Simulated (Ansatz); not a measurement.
`O=C(Cl)c1ccc(Cl)cc1`, relaxed with RKS PBE0-D4/def2-TZVP in the Gaussian-basis code of Ansatz from a PBE-D4/def2-SVP geometry. The force threshold is 0.005 eV/Å; the program also tests the step.

The species carries charge 0 and has multiplicity 1.

Start:

```xyz
14

O     2.868    1.490    0.018
C     2.299    0.508    0.411
Cl    3.207   -0.722    1.400
C     0.874    0.172    0.168
C     0.126    1.098   -0.596
C    -1.222    0.865   -0.874
C    -1.831   -0.305   -0.385
Cl   -3.508   -0.602   -0.727
C    -1.103   -1.237    0.377
C     0.246   -0.995    0.650
H     0.627    2.004   -0.966
H    -1.810    1.580   -1.467
H    -1.600   -2.144    0.748
H     0.828   -1.713    1.243
```

| step | energy (eV) | largest force (eV/Å) | largest move (Å) |
| --- | --- | --- | --- |
| 1 | -34402.1807 | 1.521 | 0.000 |
| 2 | -34402.2734 | 0.261 | 0.030 |
| 3 | -34402.2813 | 0.156 | 0.013 |
| 4 | -34402.2820 | 0.013 | 0.005 |
| 5 | -34402.2820 | 0.009 | 0.002 |
| 6 | -34402.2820 | 0.004 | 0.002 |

End:

```xyz
14

O     2.836    1.469    0.020
C     2.276    0.499    0.409
Cl    3.179   -0.699    1.378
C     0.860    0.168    0.166
C     0.125    1.084   -0.588
C    -1.207    0.854   -0.863
C    -1.808   -0.301   -0.380
Cl   -3.468   -0.595   -0.719
C    -1.092   -1.222    0.371
C     0.242   -0.983    0.642
H     0.617    1.977   -0.953
H    -1.785    1.559   -1.448
H    -1.581   -2.115    0.737
H     0.808   -1.696    1.227
```

Run time 17 s (2 threads of an AMD EPYC 7R13 on a shared host and a share of an NVIDIA H100 80 GB); peak host memory 1 GiB.
